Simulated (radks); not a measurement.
Excited configurations of Cl3+: one electron is placed in a higher orbital outside [Ne] 3s2 3p1. The ground configuration is [Ne] 3s2 3p2. Calculated with a radial shooting solver on a logarithmic mesh with Libxc functionals: scalar-relativistic Kohn-Sham, LDA (Slater exchange, Perdew-Wang correlation), spin-polarised, spherical densities, finite nucleus; open shells are filled with parallel spins first; Fermi nuclear charge, rms radius 3.3654 fm. Excitation = E - E(ground); binding = E(ion) - E, where the ion is the core of charge +4; n* = 4/sqrt(2 binding) in atomic units, and the quantum defect is n - n*.

outer orbital,excitation (eV),binding (eV),n*,quantum defect,eigenvalue (eV),<r> (bohr)
3d,19.265,34.026,2.529,0.471,-27.958,1.767
4s,26.379,26.913,2.844,1.156,-23.917,3.127
4f,38.863,14.428,3.884,0.116,-12.197,4.104
6f,46.683,6.608,5.740,0.260,-5.864,11.12
7p,47.261,6.030,6.008,0.992,-5.450,13.64
7d,48.044,5.248,6.441,0.559,-4.728,15.22
7f,48.431,4.860,6.692,0.308,-4.355,15.72

The Delta-SCF ionisation energy is 53.291 eV (NIST Atomic Spectra Database: 53.2 eV, semi-empirical). Self-interaction in the functional shifts the binding energies and quantum defects, so they are the method's values and not measured ones. Open shells are spherical and high-spin; term and fine-structure splittings are not resolved.
